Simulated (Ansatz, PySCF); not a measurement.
Donor–acceptor adduct: BH3 (SMILES B) (first 4 atoms) with PH3 (SMILES P); geometry from B3LYP-D3(BJ)/def2-TZVP, rigid monomers moved along the line of their centres of mass till B1···P5 is 1.74 Å.
(charge 0, multiplicity 1):
```xyz
8

B     -0.03035    -0.07736     0.67211
H      1.09673    -0.42107     0.41766
H     -0.84164    -0.96881     0.65524
H     -0.38373     0.93204     0.11589
P      0.04591     0.37921     2.34602
H     -1.13411     0.83702     2.95912
H      0.43686    -0.59800     3.27883
H      0.92196     1.41862     2.70668
```

Monomers are frozen at their geometry in the pair; levels with a basis set take the counterpoise correction.

Frozen-core correlation. CBS: X⁻³ extrapolation of the correlation energy, Hartree–Fock from the larger set.

The values were computed with Ansatz (a program for electronic structure) with Gaussian orbitals; PySCF for the dispersion terms. Values without a source in brackets are computed.

The comparison value is -29.78 kcal/mol (CCSD(T)/CBS(aug-cc-pV(D+d)Z, aug-cc-pV(T+d)Z)). It is a level with limits of its own, not the exact answer.

Task: Order these levels by how close they come to the comparison value for the interaction energy, closest first: PBE-D4/def2-TZVPPD, CCSD(T)/aug-cc-pV(T+d)Z, B3LYP-D3(BJ)/def2-TZVPPD. Give each level's value less the comparison value.

Result: B3LYP-D3(BJ)/def2-TZVPPD (-1.52 kcal/mol), CCSD(T)/aug-cc-pV(T+d)Z (1.99 kcal/mol), PBE-D4/def2-TZVPPD (-8.88 kcal/mol)
